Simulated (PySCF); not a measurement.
Oscillator strengths, rates and cross-sections

Species: C5H9F3.
Geometry (GFN2-xTB, Å), atoms numbered from 1 in this order:
```xyz
17
C5H9F3 angstrom
C      2.0948   -0.0273   -0.0423
C      0.7522    0.1434   -0.7416
C     -0.4102    0.3064    0.2467
C     -0.6828   -0.9536    1.0660
C     -1.6695    0.6735   -0.5261
F     -2.7247    0.8788    0.2803
F     -1.5246    1.8040   -1.2385
F     -2.0403   -0.2769   -1.3976
H      2.2812    0.8012    0.6373
H      2.1308   -0.9548    0.5224
H      2.8925   -0.0507   -0.7800
H      0.7952    1.0292   -1.3792
H      0.5560   -0.7201   -1.3805
H     -0.2076    1.1498    0.9159
H      0.1641   -1.1710    1.7090
H     -1.5622   -0.8174    1.6917
H     -0.8519   -1.8023    0.4066
```

The calculation used TDDFT PBE0/def2-SVPD, vertical, gas phase, core orbitals frozen in the response in PySCF 2.14.0, density-fitted response routines.

Computed singlets with f of 0.002 or more:

```csv
state,λ (nm),f
S1,136.2,0.0023
S2,134.8,0.0025
S3,131.5,0.0057
S4,125.4,0.0091
S5,124.8,0.010
S6,124.5,0.012
S7,124.1,0.012
S8,123.6,0.053
```

Give A, τ, |μ| and ∫σ dE for each state.

A / s⁻¹ = 0.6670 f (ν̃ / cm⁻¹)² and τ = 1/A in vacuum; |μ| follows from f = (2/3) ΔE |μ|² (atomic units, 1 au = 2.5417 D); ∫σ dE = 109.76 f Mb·eV.

| state | A (s⁻¹) | τ | \|μ\| (D) | ∫σ dE (Mb·eV) |
| --- | --- | --- | --- | --- |
| S1 | 8.3×10⁶ | 120 ns | 0.26 | 0.25 |
| S2 | 9.2×10⁶ | 110 ns | 0.27 | 0.27 |
| S3 | 2.2×10⁷ | 46 ns | 0.40 | 0.63 |
| S4 | 3.9×10⁷ | 26 ns | 0.49 | 1 |
| S5 | 4.4×10⁷ | 23 ns | 0.52 | 1.1 |
| S6 | 5.3×10⁷ | 19 ns | 0.57 | 1.4 |
| S7 | 5.3×10⁷ | 19 ns | 0.57 | 1.3 |
| S8 | 2.3×10⁸ | 4.3 ns | 1.18 | 5.8 |

Leading configurations: S1 H→L (95%); S2 H-1→L (95%); S3 H-2→L (96%); S4 H→L+3 (69%); S5 H-1→L+1 (45%); S6 H→L+2 (42%); S7 H-1→L+2 (42%); S8 H→L+1 (27%) (H = HOMO, L = LUMO).

Only emission to the ground state at the vertical energy is counted.

What is the integrated cross-section of all computed states together?

Σf = 0.107 over S1 to S8, so 109.76 × Σf ≈ 11.8 Mb·eV.

By what factor does the largest A in the list exceed the smallest?

S8 has 28 times the rate of S1.

Suppose S1 emitted 0.3 eV lower with the same transition dipole. How would A change?

At fixed |μ|, A goes as the cube of the energy: (8.81/9.11)³ = 0.90, which makes τ about 130 ns.

One conformer stands for the species.
